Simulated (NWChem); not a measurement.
Everything below was run with NWChem. System: O2Zr, charge 0, spin multiplicity 1, at a geometry optimised with PBE/def2-SVP with def2 effective core potentials on Zr. The structure started from a generated list of species. Level: G0W0@PBE/def2-TZVPP with def2 effective core potentials on Zr, RI basis def2-tzvpp-rifit, no spin-orbit coupling.

Part of the output:

```
             Northwest Computational Chemistry Package (NWChem) 7.3.0
             --------------------------------------------------------

                                NWChem Input Module
                                -------------------

 Scaling coordinates for geometry "geometry" by  1.889725989
 (inverse scale =  0.529177249)

 Turning off AUTOSYM since
 SYMMETRY directive was detected!

                             Geometry "geometry" -> ""
                             -------------------------

 Output coordinates in angstroms (scale by  1.889725989 to convert to a.u.)

  No.       Tag          Charge          X              Y              Z
 ---- ---------------- ---------- -------------- -------------- --------------
    1 Zr                  40.0000     0.00000000     0.00000000     0.30386900
    2 O                    8.0000    -1.42871600     0.00000000    -0.75967300
    3 O                    8.0000     1.42871600     0.00000000    -0.75967300

 Effective nuclear repulsion energy (a.u.)     201.9998280950

            Nuclear Dipole moment (a.u.)
            ----------------------------
        X                 Y               Z
 ---------------- ---------------- ----------------
     0.0000000000     0.0000000000    -0.0000151178

      Symmetry information
      --------------------

 Group name             C2v
 Group number             16
 Group order               4
 No. of unique centers     2

      Symmetry unique atoms

     1    2


 Summary of "ao basis" -> "" (spherical)
 ------------------------------------------------------------------------------
       Tag                 Description            Shells   Functions and Types
 ---------------- ------------------------------  ------  ---------------------
 *                         def2-tzvpp                 on all atoms

 Summary of "ri basis" -> "" (spherical)
 ------------------------------------------------------------------------------
       Tag                 Description            Shells   Functions and Types
 ---------------- ------------------------------  ------  ---------------------
 *                      def2-tzvpp-rifit              on all atoms

  pbe96 is a nonlocal functional; adding pw91lda local functional.

                                 NWChem DFT Module
                                 -----------------

 Summary of "ao basis" -> "ao basis" (spherical)
 ------------------------------------------------------------------------------
       Tag                 Description            Shells   Functions and Types
 ---------------- ------------------------------  ------  ---------------------
 Zr                        def2-tzvpp               16       56   6s4p3d2f1g
 O                         def2-tzvpp               11       31   5s3p2d1f

 Summary of "ao basis" -> "ao basis" (spherical)
 ------------------------------------------------------------------------------
       Tag                 Description            Shells   Functions and Types
 ---------------- ------------------------------  ------  ---------------------
 Zr                        def2-tzvpp               16       56   6s4p3d2f1g
 O                         def2-tzvpp               11       31   5s3p2d1f

      Symmetry analysis of basis
      --------------------------

        a1         44
        a2         17
        b1         34
        b2         23

            General Information
            -------------------
          SCF calculation type: DFT
          Wavefunction type:  closed shell.
          No. of atoms     :     3
          No. of electrons :    28
           Alpha electrons :    14
            Beta electrons :    14
          Charge           :     0
          Spin multiplicity:     1
          Use of symmetry is: on ; symmetry adaption is: on
          Maximum number of iterations: 100
          This is a Direct SCF calculation.
          AO basis - number of functions:   118
                     number of shells:    38
          Convergence on energy requested:  1.00D-06
          Convergence on density requested:  1.00D-05
          Convergence on gradient requested:  5.00D-04

              XC Information
              --------------
[...]
  ----- ------------  ---------------      ----- ------------  ---------------
    63      0.292265  2 O  py                94      0.292265  3 O  py
    66      0.240788  2 O  py                97      0.240788  3 O  py
    20     -0.224739  1 Zr d -1              69      0.160153  2 O  py
   100      0.160153  3 O  py                25     -0.152587  1 Zr d -1
     8     -0.126062  1 Zr py                14      0.079799  1 Zr py

 Vector   13  Occ=2.000000D+00  E=-2.289067D-01  Symmetry=a1
              MO Center= -3.1D-13,  8.7D-15, -5.3D-01, r^2= 2.9D+00
   Bfn.  Coefficient  Atom+Function         Bfn.  Coefficient  Atom+Function
  ----- ------------  ---------------      ----- ------------  ---------------
    62      0.295337  2 O  px                93     -0.295337  3 O  px
     3     -0.266147  1 Zr s                 65      0.242550  2 O  px
    96     -0.242550  3 O  px                23      0.196222  1 Zr d  2
     5      0.167564  1 Zr s                 68      0.168199  2 O  px
    99     -0.168199  3 O  px                21      0.165564  1 Zr d  0

 Vector   14  Occ=2.000000D+00  E=-1.953074D-01  Symmetry=b1
              MO Center= -1.2D-14, -5.8D-16, -7.2D-01, r^2= 2.7D+00
   Bfn.  Coefficient  Atom+Function         Bfn.  Coefficient  Atom+Function
  ----- ------------  ---------------      ----- ------------  ---------------
    64      0.328556  2 O  pz                95     -0.328556  3 O  pz
    67      0.267384  2 O  pz                98     -0.267384  3 O  pz
    70      0.206782  2 O  pz               101     -0.206782  3 O  pz
     7      0.177690  1 Zr px                22     -0.080304  1 Zr d  1
    62     -0.076168  2 O  px                93     -0.076168  3 O  px

 Vector   15  Occ=0.000000D+00  E=-1.328027D-01  Symmetry=a1
              MO Center=  5.6D-15,  4.5D-14,  1.1D+00, r^2= 4.0D+00
   Bfn.  Coefficient  Atom+Function         Bfn.  Coefficient  Atom+Function
  ----- ------------  ---------------      ----- ------------  ---------------
     5      0.620876  1 Zr s                  6      0.382104  1 Zr s
     3     -0.352403  1 Zr s                 15      0.261171  1 Zr pz
    23     -0.236218  1 Zr d  2               4     -0.213797  1 Zr s
     2      0.177366  1 Zr s                 28     -0.172471  1 Zr d  2
     9     -0.147100  1 Zr pz                18      0.132337  1 Zr pz

 Vector   16  Occ=0.000000D+00  E=-8.482604D-02  Symmetry=b2
              MO Center=  1.1D-14, -4.5D-14,  7.8D-01, r^2= 3.5D+00
   Bfn.  Coefficient  Atom+Function         Bfn.  Coefficient  Atom+Function
  ----- ------------  ---------------      ----- ------------  ---------------
    20      0.441502  1 Zr d -1              14      0.326771  1 Zr py
    25      0.327130  1 Zr d -1              17      0.254324  1 Zr py
    30      0.243912  1 Zr d -1               8     -0.210351  1 Zr py
    63      0.091677  2 O  py                94      0.091677  3 O  py
    69      0.087684  2 O  py               100      0.087684  3 O  py

 Vector   17  Occ=0.000000D+00  E=-7.747261D-02  Symmetry=a1
              MO Center=  2.4D-14, -4.9D-15,  8.0D-01, r^2= 3.6D+00
   Bfn.  Coefficient  Atom+Function         Bfn.  Coefficient  Atom+Function
  ----- ------------  ---------------      ----- ------------  ---------------
    21      0.358627  1 Zr d  0              15      0.276538  1 Zr pz
    26      0.273694  1 Zr d  0              31      0.237108  1 Zr d  0
     9     -0.234061  1 Zr pz                18      0.233299  1 Zr pz
     6      0.224742  1 Zr s                 23      0.204180  1 Zr d  2
    28      0.158306  1 Zr d  2              33      0.155735  1 Zr d  2

 center of mass
 --------------
 x =   0.00000000 y =   0.00000000 z =   0.04677766

 moments of inertia (a.u.)
 ------------------
          95.305171204899           0.000000000000           0.000000000000
           0.000000000000         328.490533302721           0.000000000000
           0.000000000000           0.000000000000         233.185362097822

     Multipole analysis of the density
     ---------------------------------

     L   x y z        total         alpha         beta         nuclear
     -   - - -        -----         -----         ----         -------
     0   0 0 0      0.000000    -14.000000    -14.000000     28.000000

     1   1 0 0     -0.000000     -0.000000     -0.000000      0.000000
     1   0 1 0     -0.000000     -0.000000     -0.000000      0.000000
     1   0 0 1      2.895034      9.486733      9.486733    -16.078431

     2   2 0 0    -31.584932    -74.107358    -74.107358    116.629784
     2   1 1 0     -0.000000     -0.000000     -0.000000      0.000000
     2   1 0 1      0.000000      0.000000      0.000000      0.000000
     2   0 2 0    -19.484578     -9.742289     -9.742289      0.000000
     2   0 1 1      0.000000      0.000000      0.000000      0.000000
     2   0 0 2    -22.595173    -29.762999    -29.762999     36.930824

 Task  times  cpu:       19.7s     wall:       19.7s

                                NWChem Input Module
                                -------------------

                                 NWChem GW Module
                                 ----------------

                             ***********************
                             ***        GW       ***
                             ***********************

 Summary of "ri basis" -> "ri basis" (spherical)
 ------------------------------------------------------------------------------
       Tag                 Description            Shells   Functions and Types
 ---------------- ------------------------------  ------  ---------------------
 Zr                     def2-tzvpp-rifit            34      176   8s7p6d5f4g3h1i
 O                      def2-tzvpp-rifit            22       76   8s6p4d3f1g

                 Memory Information
                 ------------------
          Available GA per process is          1699.9 MBs
          Available stack per process is        700.0 MBs
          Available heap per process is           0.2 MBs

          Peak memory in Initialization
              Peak GA per process is                  5.7 MBs
              Peak stack per process is               0.2 MBs
              Peak heap per process is                6.1 MBs
              Memory not in MA per process            0.0 MBs

          Peak memory in AFF Calculation
              Peak GA per process is                 24.5 MBs
              Peak stack per process is              16.2 MBs
              Peak heap per process is                0.0 MBs
              Memory not in MA per process           16.2 MBs

          Computing 2-center integrals
          Computing Inverse Cholesky factor
          Computing 3-center integrals
          Computing V_xc ...

          Computing Sigma_x
          Computing RPA polarizability
          Solving quasiparticle equations

                  Alpha Orbitals
          State     Energy (eV)     Error (eV)
          -----------------------------------
@GW        11         -9.654           0.002
@GW        12         -9.430           0.005
@GW        13         -8.900           0.002
@GW        14         -8.127           0.004
@GW        15         -1.412           0.005
@GW        16          0.334           0.002

   Applying  -2.8127 eV scissor-shift to rest of particle states

   Applying   2.2013 eV scissor-shift to rest of hole states

     GW Timing Statistics
   ------------------------
   Init.   :          0.4s
     ERIs  :          1.9s
     Distr.:          0.0s
     Vxc   :          0.2s
   Sigma_x :          0.0s
   RPA     :          0.9s
   Wmn     :          0.0s
   Sigma_c :          0.0s
   GW total:          3.4s

 Task  times  cpu:        3.4s     wall:        3.4s

 Total times  cpu:       23.2s     wall:       23.2s
```

Q: Write an NWChem input that would produce this output.

A: Several could match; the one computed here: 
```
start mol
memory heap 200 mb stack 700 mb global 1700 mb
geometry units angstroms nocenter noautoz
  Zr     0.000000     0.000000     0.303869
  O     -1.428716     0.000000    -0.759673
  O      1.428716     0.000000    -0.759673
  symmetry group C2v
end
basis spherical
  * library def2-tzvpp
end
ecp
  Zr library def2-ecp
end
basis "ri basis" bse spherical
  * library def2-tzvpp-rifit
end
dft
  xc xpbe96 cpbe96
  iterations 100
  direct
  tolerances tight
end
task dft energy
gw
  states alpha occ 4 vir 2
end
task dft gw
```
